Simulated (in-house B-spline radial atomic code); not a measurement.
Computed with a B-spline radial atomic code. Model: two electrons, singlet ground state, non-relativistic, full CI in B-splines with partial waves to l = 8 (at full coupling up to 3e-4 hartree above the limit, correlation up to 0.6 % small), density held at that of full coupling by Lieb maximisation.

W(λ) is the mean repulsion in the state of coupling λ less the Hartree energy of the fixed density. Its start is exact exchange, its initial slope is twice the second-order Görling-Levy correlation energy, and its area from 0 to 1 is E_xc. A straight curve means weak, dynamic correlation, and a curve that drops fast and flattens means strong correlation.

Command:
```bash
python run_ac.py task.json out
```
Settings (lengths in bohr, energies in hartree):
```
potential              coulomb
strength               7
lmax                   8
```

Cost of the run: 7.7 s on 1 thread of Intel(R) Xeon(R) Processor @ 2.30GHz, on a shared host.

**W = mean repulsion less Hartree energy, and W of three functionals.**

Given: confinement point charge; nuclear charge 7; external potential -Z/r.

Computed: LDA exchange minus exact 587.14 millihartree; PBE exchange minus exact 78.704 millihartree.

```json
{"coupling": "0", "W xc (hartree)": "-4.1522", "W xc minus exchange (millihartree)": "0", "kinetic minus Kohn-Sham (millihartree)": "0", "LDA (PW92) W minus its exchange (millihartree)": "0", "PBE W minus its exchange (millihartree)": "0", "SCAN W minus its exchange (millihartree)": "0"}
{"coupling": "0.02", "W xc (hartree)": "-4.1541", "W xc minus exchange (millihartree)": "-1.867", "kinetic minus Kohn-Sham (millihartree)": "0", "LDA (PW92) W minus its exchange (millihartree)": "-15.28", "PBE W minus its exchange (millihartree)": "-1.88", "SCAN W minus its exchange (millihartree)": "-1.85"}
{"coupling": "0.05", "W xc (hartree)": "-4.1569", "W xc minus exchange (millihartree)": "-4.66", "kinetic minus Kohn-Sham (millihartree)": "0.1", "LDA (PW92) W minus its exchange (millihartree)": "-32.6", "PBE W minus its exchange (millihartree)": "-4.72", "SCAN W minus its exchange (millihartree)": "-4.6"}
{"coupling": "0.12", "W xc (hartree)": "-4.1634", "W xc minus exchange (millihartree)": "-11.14", "kinetic minus Kohn-Sham (millihartree)": "0.7", "LDA (PW92) W minus its exchange (millihartree)": "-65.63", "PBE W minus its exchange (millihartree)": "-11.39", "SCAN W minus its exchange (millihartree)": "-10.92"}
{"coupling": "0.25", "W xc (hartree)": "-4.1753", "W xc minus exchange (millihartree)": "-23.042", "kinetic minus Kohn-Sham (millihartree)": "2.9", "LDA (PW92) W minus its exchange (millihartree)": "-115.28", "PBE W minus its exchange (millihartree)": "-23.83", "SCAN W minus its exchange (millihartree)": "-22.42"}
{"coupling": "0.4", "W xc (hartree)": "-4.1888", "W xc minus exchange (millihartree)": "-36.569", "kinetic minus Kohn-Sham (millihartree)": "7.3", "LDA (PW92) W minus its exchange (millihartree)": "-163.17", "PBE W minus its exchange (millihartree)": "-38.16", "SCAN W minus its exchange (millihartree)": "-35.37"}
{"coupling": "0.6", "W xc (hartree)": "-4.2065", "W xc minus exchange (millihartree)": "-54.267", "kinetic minus Kohn-Sham (millihartree)": "16.1", "LDA (PW92) W minus its exchange (millihartree)": "-218.09", "PBE W minus its exchange (millihartree)": "-57.13", "SCAN W minus its exchange (millihartree)": "-52.17"}
{"coupling": "0.8", "W xc (hartree)": "-4.2238", "W xc minus exchange (millihartree)": "-71.591", "kinetic minus Kohn-Sham (millihartree)": "28.2", "LDA (PW92) W minus its exchange (millihartree)": "-266.35", "PBE W minus its exchange (millihartree)": "-75.84", "SCAN W minus its exchange (millihartree)": "-68.49"}
{"coupling": "1", "W xc (hartree)": "-4.2408", "W xc minus exchange (millihartree)": "-88.552", "kinetic minus Kohn-Sham (millihartree)": "43.5", "LDA (PW92) W minus its exchange (millihartree)": "-309.88", "PBE W minus its exchange (millihartree)": "-94.28", "SCAN W minus its exchange (millihartree)": "-84.38"}
{"coupling": "1.4", "W xc (hartree)": "?", "W xc minus exchange (millihartree)": "?", "kinetic minus Kohn-Sham (millihartree)": "?", "LDA (PW92) W minus its exchange (millihartree)": "?", "PBE W minus its exchange (millihartree)": "?", "SCAN W minus its exchange (millihartree)": "?"}
{"coupling": "2", "W xc (hartree)": "-4.3205", "W xc minus exchange (millihartree)": "-168.28", "kinetic minus Kohn-Sham (millihartree)": "162.4", "LDA (PW92) W minus its exchange (millihartree)": "-484.72", "PBE W minus its exchange (millihartree)": "-181.61", "SCAN W minus its exchange (millihartree)": "-158.26"}
{"coupling": "3", "W xc (hartree)": "-4.3926", "W xc minus exchange (millihartree)": "-240.4", "kinetic minus Kohn-Sham (millihartree)": "342.1", "LDA (PW92) W minus its exchange (millihartree)": "-618.45", "PBE W minus its exchange (millihartree)": "-260.97", "SCAN W minus its exchange (millihartree)": "-224.47"}
{"coupling": "4.5", "W xc (hartree)": "?", "W xc minus exchange (millihartree)": "?", "kinetic minus Kohn-Sham (millihartree)": "?", "LDA (PW92) W minus its exchange (millihartree)": "?", "PBE W minus its exchange (millihartree)": "?", "SCAN W minus its exchange (millihartree)": "?"}
{"coupling": "7", "W xc (hartree)": "-4.6229", "W xc minus exchange (millihartree)": "-470.63", "kinetic minus Kohn-Sham (millihartree)": "1466.1", "LDA (PW92) W minus its exchange (millihartree)": "-976.95", "PBE W minus its exchange (millihartree)": "-514.88", "SCAN W minus its exchange (millihartree)": "-435.98"}
{"coupling": "10", "W xc (hartree)": "-4.7515", "W xc minus exchange (millihartree)": "-599.31", "kinetic minus Kohn-Sham (millihartree)": "2552.4", "LDA (PW92) W minus its exchange (millihartree)": "-1155.8", "PBE W minus its exchange (millihartree)": "-658.26", "SCAN W minus its exchange (millihartree)": "-556.32"}
```

Task: What belongs in the row 1.4?

Result: W xc (hartree): -4.2737; W xc minus exchange (millihartree): -121.43; kinetic minus Kohn-Sham (millihartree): 82.9; LDA (PW92) W minus its exchange (millihartree): -386.79; PBE W minus its exchange (millihartree): -130.19; SCAN W minus its exchange (millihartree): -114.97.

Task: What belongs in the row 4.5?

Result: W xc (hartree): -4.4887; W xc minus exchange (millihartree): -336.48; kinetic minus Kohn-Sham (millihartree): 700.7; LDA (PW92) W minus its exchange (millihartree): -777.02; PBE W minus its exchange (millihartree): -366.78; SCAN W minus its exchange (millihartree): -312.45.

Task: What is the SCAN exchange minus exact?

Result: -4.129 millihartree.

**Energy parts, natural occupations and partial-wave weights.**

Computed: total energy -44.7812 hartree; exchange energy -4.1522 hartree; kinetic part of the DFT correlation energy 0.043481 hartree; kinetic part over minus potential part 0.49102; Hartree energy 8.3045 hartree; Kohn-Sham kinetic 44.737 hartree; Lieb Oxford ratio E_xc over LDA exchange 1.1773.

| natural | occupation of the shell (electrons) |
| --- | --- |
| s | 1.9989 |
| p | 0.00063133 |
| s | 0.00040323 |
| d | 3.4545e-05 |
| p | ? |
| s | 9.5444e-06 |

Task: What belongs in the row p?

Result: occupation of the shell (electrons): 2.4088e-05.

```tsv
wave	weight
s	0.99965
p	?
d	1.943e-05
f	2.882e-06
g	6.8867e-07
```

Task: What belongs in the row p?

Result: weight: 0.00032897.

Task: What is the correlation energy?

Result: -0.045071 hartree.

Task: What is the initial slope twice GL2?

Result: -0.093436 hartree.

Half-way to full coupling W has made 51 % of its drop, against 50 % for a straight line, and second-order (GL2) theory, half the initial slope, overshoots the correlation energy by about 4 %: correlation is weak here. Over couplings 0 to 1 the errors in E_xc come to about +451 millihartree for LDA, +76 millihartree for PBE, -2.3 millihartree for SCAN, so SCAN is nearest. In LDA and PBE and SCAN the errors of exchange and correlation have opposite signs, so the sum is smaller than the larger of the two.
